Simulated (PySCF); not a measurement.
Cr³⁺ (chromium, charge +3) across methods

[Ar] 3d3, high-spin 4F determinant. All numbers are calculated (PySCF 2.14, no relativity, point nucleus, in dyall-av2z (16s12p7d2f, 101 functions)). The B2PLYP total includes its PT2 part (frozen core); its orbital energies are those of the SCF part.

```tsv
method	E (hartree)	mean ε 3p α (eV)	mean ε 3p β (eV)	mean ε 3d α (eV)	Σ⟨r²⟩ (bohr²)	⟨S²⟩
M06-L	-1042.393	-86.148	-82.237	-41.087	13.13	3.751
LDA	-1040.103	-84.703	-81.510	-40.942	13.29	3.750
CAM-B3LYP	-1042.460	-89.976	-85.792	-45.038	13.25	3.751
PBE	-1042.152	-84.690	-81.402	-40.908	13.27	3.750
B2PLYP	-1042.176	-92.911	-87.115	-46.152	13.19	3.751
B97-3	-1042.302	-88.940	-84.584	-43.571	13.17	3.751
r2SCAN	-1042.389	-86.170	-82.161	-41.527	13.17	3.751
UHF	-1041.47154	-100.000	-91.652	-50.527	13.12	3.752
PBE0	-1042.207	-88.789	-84.360	-43.513	13.20	3.751
```
